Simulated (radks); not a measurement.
The lead ion Pb40+, 42 electrons, occupied as [Kr] 4d6. Calculated with a radial shooting solver on a logarithmic mesh with Libxc functionals: scalar-relativistic Kohn-Sham, PBE, spin-polarised, spherical densities, point nucleus; open shells are filled with parallel spins first (spin-orbit coupling, left out, can overturn this in heavy ions).

Unscreened Slater integrals over Kohn-Sham orbitals (hartree). They are taken over the spin-up orbitals. Empty in this configuration: 5s.

F0(4d,4d): 2.4292
F2(4d,4d): 1.2391
F4(4d,4d): 0.84459
F0(4d,4p): 2.4246
F2(4d,4p): 1.2431
G1(4d,4p): 1.5446
G3(4d,4p): 0.99064
F0(4d,4s): 2.4710
G2(4d,4s): 1.2339
F0(4d,5s): 1.7063
G2(4d,5s): 0.19532
F0(4p,4p): 2.4268
F2(4p,4p): 1.2648
F0(4p,4s): 2.4720
G1(4p,4s): 1.6673
F0(4p,5s): 1.7061
G1(4p,5s): 0.17542
F0(4s,4s): 2.5219
F0(4s,5s): 1.7203
G0(4s,5s): 0.12932
F0(5s,5s): 1.4398

Derived for the open shells (J is the average intra-shell exchange parameter used in DFT+U). 4d: Racah B = F2/49 - 5 F4/441 = 0.01571 hartree, C = 35 F4/441 = 0.06703 hartree, C/B = 4.27, F4/F2 = 0.682, J = (F2 + F4)/14 = 0.1488 hartree.
